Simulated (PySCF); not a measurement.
Geometry:
```
atom   x (Å)   y (Å)   z (Å)
  F1   0.597   0.411   1.455
  P2   0.006  -0.003  -0.007
  F3   1.423  -0.720  -0.377
  F4  -1.411   0.716   0.363
  F5   0.556   1.402  -0.628
  F6  -0.544  -1.407   0.615
  F7  -0.587  -0.417  -1.469
```

Total charge -1.

Geometry: PBE0-D3(BJ)/def2-SVP; GIAO shifts from PySCF 2.14, gas phase, non-relativistic, averaged over equivalent atoms.

At mPW1PW91/pcSseg-2 (259 basis functions, 26 s wall time on 1 thread of an Intel Xeon Platinum 8488C, shared host):
```json
{"atoms": "F1", "δ (ppm)": "-73.8"}
{"atoms": "F5/F6", "δ (ppm)": "-73.8"}
{"atoms": "F3/F4", "δ (ppm)": "-73.9"}
{"atoms": "F7", "δ (ppm)": "-73.9"}
{"atoms": "P2", "δ (ppm)": "-137.9"}
```

Shifts are taken against calculated references (same method and geometry level): ¹⁹F (σref 177.19) vs CFCl3; ³¹P (σref 294.97) against H3PO4.

Task: Estimate the result of repeating the calculation with WP04/pcSseg-2.

Result: 
```json
{"atoms": "F1", "δ at WP04/pcSseg-2": "-77.8", "change": "-4.0"}
{"atoms": "F5/F6", "δ at WP04/pcSseg-2": "-77.8", "change": "-4.0"}
{"atoms": "F3/F4", "δ at WP04/pcSseg-2": "-77.8", "change": "-3.9"}
{"atoms": "F7", "δ at WP04/pcSseg-2": "-77.9", "change": "-4.0"}
{"atoms": "P2", "δ at WP04/pcSseg-2": "-132.7", "change": "+5.2"}
```

Scale: ¹⁹F (σref 177.34) vs CFCl3; ³¹P (σref 287.76) against H3PO4 (reference shieldings calculated alike).

The largest change is at P2 (phosphorus bonded to 6 F). Cost: 259 basis functions, 26 s wall time on 1 thread of an Intel Xeon Platinum 8488C, shared host.

Unscaled 19F shifts against computed CFCl3 carry errors that often reach 10 to 50 ppm. Experimental scales use liquid or dissolved standards, which lie at an offset from isolated H3PO4.
